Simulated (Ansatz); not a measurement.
C2H7FSi2, SMILES `CC1(F)[SiH2][SiH2]1`, relaxed with RKS PBE-D4/def2-SVP in Ansatz 0.2.0 from a rough embedded geometry. The force threshold is 0.03 eV/Å; the program also tests the step.

Total charge 0; spin multiplicity 1.

Start:

```xyz
12

C    -0.611    1.458   -0.190
C     0.213    0.238   -0.478
F     0.892    0.483   -1.653
Si   -0.672   -1.367   -0.589
Si    1.359   -0.260    0.851
H    -1.228    1.309    0.793
H    -0.024    2.327   -0.074
H    -1.359    1.601   -0.977
H    -0.024   -2.539   -1.030
H    -1.623   -1.590    0.601
H     0.742   -0.337    2.206
H     2.336   -1.322    0.540
```

By how much does the energy fall, and how many steps does the optimiser take? (Best estimate.)

Ansatz gave: 27.88 kcal/mol, in 16 steps, 1 of them rejected.

Which bonds change most? (Estimate.)

Ansatz gave: Si4–Si5 from 2.725 to 2.290 Å; C2–Si5 from 1.823 to 1.951 Å; C2–Si4 from 1.836 to 1.950 Å; Si4–H9 from 1.410 to 1.499 Å.

Give the relaxed structure. (An estimate is asked.)

Computed: 
```xyz
12

C    -0.647    1.448   -0.172
C     0.212    0.244   -0.499
F     0.923    0.440   -1.686
Si   -0.545   -1.533   -0.233
Si    1.189   -0.620    0.951
H    -1.212    1.294    0.770
H    -0.018    2.356   -0.048
H    -1.381    1.639   -0.984
H    -0.194   -2.544   -1.283
H    -1.964   -1.616    0.255
H     1.067   -0.022    2.325
H     2.571   -1.086    0.603
```
